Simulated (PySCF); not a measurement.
A structure optimised at r2SCAN-D4/def2-SVPD, used in a PySCF frequency run:

```xyz
5

Te    -0.4079     0.2554     0.0000
Cl    -0.5320     0.3771     2.5461
Cl    -0.5320     0.3771    -2.5461
Cl     0.3992    -2.4161     0.0000
Cl     1.9125     0.8807     0.0000
```
Charge -1, spin multiplicity 2.

Write its SMILES, formula and point group.

Cl[Te-](Cl)(Cl)Cl, Cl4Te, Cs

What are its rotational constants (standard atomic weights)?

1.1776, 0.79467, 0.70937 GHz
